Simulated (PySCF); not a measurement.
Radial density of Ne⁺ (neon, charge +1)

r2SCAN0, [He] 2s2 2p5, 2P determinant. All numbers are calculated (PySCF 2.14, no relativity, point nucleus, in aug-cc-pwCVQZ (9s8p6d4f2g, 109 functions)).

```tsv
r (bohr)	4πr²ρ (e/bohr)	4πr²(ρα − ρβ)
0.00241	0.04338	0.0000
0.00405	0.1186	0.0000
0.00682	0.3177	0.0000
0.0115	0.8185	0.0001
0.0193	1.982	0.0003
0.0324	4.314	0.0012
0.0546	7.874	0.0058
0.0918	10.76	0.0306
0.154	9.371	0.1348
0.260	5.481	0.4564
0.437	6.302	0.9744
0.735	7.312	1.0370
1.24	3.154	0.4076
2.08	0.3573	0.0386
3.50	0.007858	0.0006
```
